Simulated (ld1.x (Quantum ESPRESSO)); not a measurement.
# Tc (Z = 43), PAW: configuration errors across variants

ld1.x (Quantum ESPRESSO) 7.5 input, shortened:

```
&input
   title='Tc', zed=43., rel=1, dft='PBE', iswitch=3,
   config='[Kr] 4d5 5s1.75 5p0'
 /
 &inputp
   pseudotype=3, lpaw=.true., tm=.true., lloc=-1, rcloc=1.50,
   nlcc=.true., rcore=1.25,
   which_augfun='BESSEL', rmatch_augfun=1.70
 /
6
5S  1  0   1.75   0.00  2.30  2.55  0.0
5S  1  0   0.00   3.30  2.30  2.55  0.0
4P  2  1   6.00   0.00  1.55  1.85  0.0
5P  3  1   0.00   0.00  1.55  1.85  0.0
4D  3  2   5.00   0.00  1.50  1.70  0.0
4D  3  2   0.00  -0.15  1.50  1.70  0.0
 &test
   configts(1)='4p6 4d5 5s1.75 5p0'
 /
```

All-electron excitation energies from the reference (eV): (1) 4p6 4d5 5s2 5p0 -1.448; (2) 4p6 4d5 5s1 5p0 6.705; (3) 4p6 4d5 5s0 5p0 21.556; (4) 4p6 4d5 5s0 5p2 6.263; (5) 4p6 4d5 5s1 5p1 2.306; (6) 4p5 4d5 5s2 5p0 50.048; (7) 4p6 4d5.5 5s1.5 5p0 -2.083.

The overlap operator is not positive definite (basis up to 400 Ry) in “base”, “core correction a·sin(br)/r model core inside 1.86 bohr”, “waves 4d (bound): rcut 1.50, rcutus 1.60 bohr; 4d channel at -0.15 Ry: rcut 1.50, rcutus 1.60 bohr”, “augmentation PSQ, radius 1.65 bohr”, “local potential all-electron potential smoothed inside 1.30 bohr (lloc = -1)”, “all radii but the core radius scaled by about 1.40 (s 3.56, p 2.58, d 2.38 bohr, rcut 3.22/2.16/2.10); local potential all-electron potential smoothed inside 2.10 bohr (lloc = -1); augmentation BESSEL, radius 2.38 bohr”, “wave 4d channel at -0.15 Ry: rcut 1.50, rcutus 1.70 bohr becomes 4d channel at 0.04 Ry: rcut 1.50, rcutus 1.70 bohr”. Such files are unfit for use, however small their errors in these radial tests.

4 further variants failed, have other tests or another functional or relativity, and are left out.

A true bound ghost makes a file unfit for plane-wave use even where its test errors are small: the radial tests pick states by their node count and pass the ghost by.

Errors AE − PS in meV (a dash: test not solved or not reliable):

| change | (1) | (2) | (3) | (4) | (5) | (6) | (7) | bound ghosts |
| --- | --- | --- | --- | --- | --- | --- | --- | --- |
| base | +0.5 | +0.3 | +14 | +35 | +5.7 | -50 | -1.4 | s (p not tested, overlap not positive) |
| core correction a·sin(br)/r model core inside 1.86 bohr | +0.5 | +0.1 | +12 | +31 | +5.2 | -49 | -1.4 | s (p not tested, overlap not positive) |
| waves 4d (bound): rcut 1.50, rcutus 1.60 bohr; 4d channel at -0.15 Ry: rcut 1.50, rcutus 1.60 bohr | +2.1 | +25 | +246 | +444 | +76 | -3.8 | +8.9 | s (p not tested, overlap not positive) |
| augmentation PSQ, radius 1.65 bohr | +0.3 | -1.0 | -2.7 | +3.7 | +0.7 | -42 | -1.5 | s (p not tested, overlap not positive) |
| local potential all-electron potential smoothed inside 1.30 bohr (lloc = -1) | +0.3 | -1.1 | -1.1 | +5.6 | +0.7 | -46 | -1.8 | s (p not tested, overlap not positive) |
| waves 4p (bound): rcut 1.55, rcutus 2.40 bohr; 5p (bound): rcut 1.55, rcutus 2.40 bohr | +0.5 | -0.1 | +9.4 | +10 | +1.4 | -59 | -1.8 | s |
| all radii but the core radius scaled by about 1.40 (s 3.56, p 2.58, d 2.38 bohr, rcut 3.22/2.16/2.10); local potential all-electron potential smoothed inside 2.10 bohr (lloc = -1); augmentation BESSEL, radius 2.38 bohr | +0.3 | -1.0 | -4.4 | – | – | – | – | not determined (overlap not positive) |
| wave 4d channel at -0.15 Ry: rcut 1.50, rcutus 1.70 bohr becomes 4d channel at 0.04 Ry: rcut 1.50, rcutus 1.70 bohr | +0.5 | -0.1 | +9.7 | +27 | +4.4 | -50 | -1.5 | s (p not tested, overlap not positive) |

(1) Give the same row for: local potential all-electron potential smoothed inside 3.04 bohr (lloc = -1).

Answers

(1) +0.3, -1.3, -4.1, -0.6, -0.2, -51, -1.8; bound ghosts: none.
